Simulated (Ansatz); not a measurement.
Reactions of F2H2HfOSe, SMILES `[OH][Hf]([F])([F])[SeH]`.

Isolated molecules relaxed with PBE0-D4/def2-TZVP in Ansatz; ΔE leaves out vibrations. CCSD(T)/CBS is the MP2 limit (def2-TZVPP, def2-QZVPP) plus CCSD(T) − MP2 in def2-TZVPP, frozen cores. This one scheme is used for every species. Functionals use def2-TZVPP. def2 core potentials past Kr. For Ga, Hf, Se outer-core shells are correlated without core-valence functions, which leaves a few kJ/mol of doubt a bond. Scalar relativity is left out up to krypton. Each species was taken in one conformer, which may not be the lowest.

```json
{"reaction": "`[OH][Hf]([F])([F])[SeH]` + H₂O → `[OH][Hf]([OH])([F])[SeH]` + H–F", "HF/CBS(def2) (eV)": "0.48", "RPA@PBE/def2-TZVPP (eV)": "0.44", "CCSD(T)/CBS(def2) (eV)": "0.42"}
{"reaction": "`[OH][Hf]([F])([F])[SeH]` + `[F][GaH2]` → `[GaH2][SeH]` + `[OH][Hf]([F])([F])[F]`", "HF/CBS(def2) (eV)": "-0.97", "RPA@PBE/def2-TZVPP (eV)": "-0.94", "CCSD(T)/CBS(def2) (eV)": "-1.01"}
{"reaction": "`[OH][Hf]([F])([F])[SeH]` + H₂O → `[OH][Hf]([OH])([F])[F]` + H₂Se", "HF/CBS(def2) (eV)": "-0.42", "RPA@PBE/def2-TZVPP (eV)": "-0.32", "CCSD(T)/CBS(def2) (eV)": "-0.29"}
{"reaction": "`[OH][Hf]([F])([F])[SeH]` + H–F → `[OH][Hf]([F])([F])[F]` + H₂Se", "HF/CBS(def2) (eV)": "-0.95", "RPA@PBE/def2-TZVPP (eV)": "-0.81", "CCSD(T)/CBS(def2) (eV)": "-0.75"}
```

Largest T1 diagnostic: 0.016, for `[OH][Hf]([F])([F])[F]`.
